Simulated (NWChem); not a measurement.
# Correlation energy of CCl₂

```xyz
3

Cl     1.4022     0.0000     0.1491
C      0.0000     0.0000    -0.8450
Cl    -1.4022     0.0000     0.1491
```
Charge 0, spin multiplicity 1.

Everything below was run with NWChem. Structure: optimised with PBE0/def2-SVP, a minimum by its harmonic frequencies.

Basis set: STO-3G. Each correlation energy counts from its own Hartree-Fock reference.

The correlated methods keep 11 core orbitals frozen. The structure started from a generated list of species. Coupled-cluster values serve here as a point of comparison, not as the truth.

Order these methods by the correlation energy they give, lowest first: CCSD+T(CCSD), CCSD(T), SCS-MP2, CCSD, MP2.

CCSD+T(CCSD) (-89.9 mHa), CCSD(T) (-89.0 mHa), CCSD (-85.0 mHa), SCS-MP2 (-67.7 mHa), MP2 (-65.1 mHa)
